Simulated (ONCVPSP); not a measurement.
**Which change was made? (Ge, ONCV)**

```json
{
 "Element": "Ge (Z = 32)",
 "Generator": "ONCVPSP 4.0.1",
 "Type": "optimised norm-conserving Vanderbilt (ONCV)",
 "Functional": "PBE",
 "Relativity": "fully relativistic",
 "Frozen core": "[Ar] 3d10",
 "Valence charge": "4",
 "Reference configuration": "4s1.5 4p2.5",
 "Partial waves": "4s: rc 1.40 bohr, ncon 4, nbas 7, qcut 4.4 1/bohr, local; 4p: rc 2.45 bohr, ncon 4, nbas 8, qcut 2.7 1/bohr, 1 projector",
 "Local potential": "the s channel",
 "Core correction": "none"
}
```

Open shells are filled in proportion to 2j + 1.

Cutoffs, loose and tight: the cutoffs (Ha) at which the residual kinetic energy of the hardest occupied pseudo-wave falls to 1 and 0.1 mHa per electron. They do not see the model core or the augmentation charge, which bear on the density cutoff. Test errors are all-electron minus pseudo excitation energies from the reference, over the configurations 4s2 4p2; 4s2 4p1; 4s2 4p0; 4s0 4p4; variants that change the core or the reference have their own tests.

The base gives: outcome: generated; cutoff, loose: 26 Ha; cutoff, tight: 60 Ha; bound ghosts: p1/2; GHOST(+) flags above zero: p3/2; largest test error (meV): +41.

After one change the result is: outcome: generated; cutoff, loose: 26 Ha; cutoff, tight: 60 Ha; bound ghosts: p; GHOST(+) flags above zero: none; largest test error (meV): +41. Which change was it?
A. core correction Teter function fitted to the true core (icmod 2), fcfact 0.5
B. scalar-relativistic
C. s: rc 1.64
D. functional PBEsol
E. reference 4s2 4p2

B. The others give: reference 4s2 4p2 → outcome: generated; cutoff, loose: 26 Ha; cutoff, tight: 60 Ha; bound ghosts: p1/2; GHOST(+) flags above zero: p3/2; largest test error (meV): +68 | functional PBEsol → outcome: generated; cutoff, loose: 26 Ha; cutoff, tight: 60 Ha; bound ghosts: p3/2, p1/2; GHOST(+) flags above zero: none; largest test error (meV): -45 | s: rc 1.64 → outcome: generated; cutoff, loose: 8.9 Ha; cutoff, tight: 17 Ha; bound ghosts: p3/2, p1/2; GHOST(+) flags above zero: none; largest test error (meV): +47 | core correction Teter function fitted to the true core (icmod 2), fcfact 0.5 → outcome: generated; cutoff, loose: 26 Ha; cutoff, tight: 60 Ha; bound ghosts: p1/2; GHOST(+) flags above zero: p3/2; largest test error (meV): -6.0.
